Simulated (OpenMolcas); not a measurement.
An OpenMolcas run meant for Be I (ANO-RCC-VTZP, X2C; inactive shells 1s; intended active space 2 electrons in 8 orbitals (2s 2p 3s 3p)). One step of its input:

```
&CASPT2
Multistate=3 1 2 3
Frozen=0 0
IPEA=0.25
Shift=5.0
MaxIter=60
WThr=0.0 0.3 0.05
PrWF=0.5
NoMix
```

The run finished. Its levels beside those of a sound run (SS-CASPT2, IPEA 0.25 Eh, imaginary shift 0.1 Eh (closed shells correlated: 1s)), in cm⁻¹ above each run's lowest level:

```
     Level  This run  Usual run
   2s² ¹S₀       0.0        0.0
2s 2p ³P°₀     22903      22307
2s 2p ³P°₁     22904      22308
2s 2p ³P°₂     22906      22310
2s 2p ¹P°₁     48502      45389
```

Which setting is unsound, and how much does it matter here?

The level shift is far above the usual 0.1 to 0.3 hartree and damps the second-order energy. Against the sound run the excited levels shown move by 1200 cm-1 on average and by 3100 cm-1 at most.

Active for correlation alone: 3p 3s; no level in the range computed is led by a configuration that fills them, so any true level of that kind is missing. Levels of configurations outside the active space are missing.

° marks odd parity.
